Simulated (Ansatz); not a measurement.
System: CF, charge 1, singlet. CF+ (parent SMILES [C]F, singlet).
B3LYP-D3(BJ)/def2-TZVP minimum from Ansatz (a quantum-chemistry and plane-wave program):
```xyz
2

C      0.0000     0.0000    -0.6936
F      0.0000     0.0000     0.4624
```
Charge +1, spin multiplicity 1.

Total energies in aug-cc-pVQZ, 10 correlated electrons, 2 frozen orbitals. Radicals and triplets start from unrestricted determinants; spin-orbit coupling is neglected. Correlated methods leave the cores frozen. No relativity.

| method | program | energy (Eh) | minus CCSDT(Q) (mEh) |
|---|---|---|---|
| HF | Ansatz | -136.91121 | 405.33 |
| MP2 | Ansatz | -137.29154 | 25.00 |
| CCSD | Ansatz | -137.29955 | 16.99 |
| CCSD(T) | Ansatz | -137.31554 | 1.00 |
| CCSDT(Q) | Ansatz | -137.31654 | 0.00 |

Rough core times of Ansatz's runs on a shared machine: CCSD(T) under 20 s, CCSDT(Q) 20 min.
